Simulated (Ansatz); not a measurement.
One change: `[CH3][SbH][OH]` becomes `[CH3][SbH][SH]`.

Ansatz, PBE0-D4/def2-TZVP geometries, multiplicity 1. Each molecule was computed in one conformer, which needn't be the lowest.

Elements past krypton have def2 core potentials.

```tsv
property	`[CH3][SbH][OH]`
HOMO–LUMO gap (PBE0/def2-TZVPP) / eV	6.16
HOMO energy (B3LYP/def2-TZVPP) / eV	-6.82
size of the dipole moment (B3LYP/def2-TZVPP) / D	1.59
ideal-gas entropy at 298 K and 1 bar (rigid rotor, harmonic PBE0-D4/def2-TZVP) / J/(mol·K)	318
HOMO energy (PBE/def2-TZVPP) / eV	-5.90
LUMO energy (B3LYP/def2-TZVPP) / eV	-1.08
```

Problem. Give the same properties after the change, and the shifts. (Best estimate.)

Solution. The calculation gave: 
```csv
property,`[CH3][SbH][SH]`,shift
HOMO–LUMO gap (PBE0/def2-TZVPP) / eV,6.23,0.07
HOMO energy (B3LYP/def2-TZVPP) / eV,-6.88,-0.06
size of the dipole moment (B3LYP/def2-TZVPP) / D,1.93,0.34
"ideal-gas entropy at 298 K and 1 bar (rigid rotor, harmonic PBE0-D4/def2-TZVP) / J/(mol·K)",331,13
HOMO energy (PBE/def2-TZVPP) / eV,-5.92,-0.02
LUMO energy (B3LYP/def2-TZVPP) / eV,-1.13,-0.05
```

With PBE0 the HOMO falls by 0.15 eV and the LUMO falls by 0.08 eV, so the gap widens by about 0.07 eV. PBE moves the HOMO by -0.02 eV and ωB97M-V by -0.18 eV. Dipoles are sizes alone; their direction can turn.

B3LYP here is the variant with VWN-RPA as its local correlation; programs differ in this.

Spin–orbit coupling is left out; it splits and shifts lone-pair levels of the heavy atoms by tenths of an eV.
